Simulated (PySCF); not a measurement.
Run record: EPR job, `BCC[NH+]BOC` [radical].

Method: UKS B3LYP, pcH-1 on B C H N O, non-relativistic, mean-field spin-orbit, GIAO (PySCF 2.14.0). Geometry: GFN2-xTB. The command runs a driver script over a list of jobs; the input below is this job's line of settings and its coordinates in Å.

Command:
```bash
OMP_NUM_THREADS=1 python probes_run.py task.json out
```

Input:
```
{"job": {"kind": "epr", "basis": "pcH-1"}, "charge": 1, "multiplicity": 2}
B     -2.707190     1.009744     0.482664
C     -2.471891    -0.215403    -0.480439
C     -1.162557    -0.970240    -0.214685
N     -0.009005    -0.361760    -0.733846
B      1.304675    -0.314200    -0.157622
O      2.191589     0.332903    -0.908715
C      3.545223     0.524246    -0.631479
H     -3.664087     1.638833     0.257911
H     -1.989582     1.268411     1.360807
H     -2.530211     0.097546    -1.525421
H     -3.316300    -0.895724    -0.338690
H     -1.012190    -1.192215     0.846395
H     -1.295484    -1.950736    -0.715180
H     -0.128089     0.085082    -1.637663
H      1.512078    -0.821662     0.877168
H      3.744640     1.601244    -0.602003
H      4.128654     0.112234    -1.462702
H      3.850967     0.058014     0.307083
```

Question: Give the output.

Answer: 
```
UKS, coarse grid
  cycle   1  E = -300.29952992  |g| = 4.62e-01
  cycle   2  E = -299.89280416  |g| = 1.06e+00
  cycle   3  E = -300.37365231  |g| = 1.63e-01
  cycle   4  E = -300.38607664  |g| = 6.54e-02
  cycle   5  E = -300.38806834  |g| = 2.54e-02
  cycle   6  E = -300.38833686  |g| = 1.38e-02
  cycle   7  E = -300.38842569  |g| = 3.16e-03
  cycle   8  E = -300.38843758  |g| = 1.71e-03
  cycle   9  E = -300.38844036  |g| = 4.28e-04
UKS, final grid
  cycle   1  E = -300.38847681  |g| = 5.04e-04
  cycle   2  E = -300.38847662  |g| = 8.74e-04
  cycle   3  E = -300.38847693  |g| = 1.19e-04
  cycle   4  E = -300.38847694  |g| = 4.36e-05
  cycle   5  E = -300.38847694  |g| = 3.63e-05
  cycle   6  E = -300.38847694  |g| = 7.66e-06
E = -300.38847694 Eh   <S^2> = 0.7585 (exact 0.7500)
g shifts (ppm)      1          2          3
  rmc          -231       -231       -231
  gc              2         37         39
  oz_so          13       2960       4553
  total        -215       2766       4362
hyperfine (MHz)  atom isotope    a_iso     a_fc   dipolar eigenvalues
    0   11B      -0.90      -0.90     -3.92     -3.09      7.01
    1   13C       5.96       5.96     -9.49     -8.86     18.35
    2   13C     -29.05     -29.05    -10.85     -6.46     17.31
    3   14N      24.28      24.28    -29.65    -29.37     59.02
    4   11B     -22.29     -22.29     -8.31      0.54      7.76
    5   17O     -18.77     -18.77    -60.37     29.38     30.99
    6   13C      -8.83      -8.83     -2.87     -0.48      3.35
    7    1H      45.40      45.40     -2.22     -1.33      3.54
    8    1H      -2.58      -2.58     -2.75     -0.47      3.22
    9    1H      -2.23      -2.23     -4.68     -2.27      6.95
   10    1H      -6.20      -6.20     -5.43     -1.06      6.49
   11    1H      37.36      37.36     -5.99     -3.50      9.49
   12    1H     333.49     333.49     -9.03     -5.97     15.01
   13    1H     -43.88     -43.88    -32.07     -8.70     40.77
   14    1H       1.89       1.89     -4.30     -2.06      6.36
   15    1H      52.17      52.17     -2.96     -1.43      4.39
   16    1H      51.48      51.48     -2.97     -1.41      4.38
   17    1H      -1.05      -1.05     -1.80     -1.25      3.05
```

rmc, gc and oz_so are the mass-correction, gauge-correction and orbital-Zeeman/spin–orbit parts of the g shift along its three principal axes; a_iso is the isotropic hyperfine coupling and a_fc its Fermi-contact part. The program numbers atoms from 0.

Question: Get g_iso from the total shifts.

Answer: Their mean is 2304 ppm; added to g_e = 2.002319 it gives 2.00462.

Main results: ⟨S²⟩ 0.758; g_iso 2.0046.

One conformer (not necessarily the lowest) at the GFN2-xTB geometry, without solvent, vibrations or thermal averaging.

Question: How long does this job take on one thread of an Arm Neoverse V1, shared host with 32 logical CPUs at a one-minute load of 27? And the peak memory of the process?

Answer: About 81 s (density and orbital grids were written too), with 1.1 GiB resident at the peak, the Python interpreter and its libraries included.
Labels such as C1 count atoms from 1, the log's own numbers from 0.
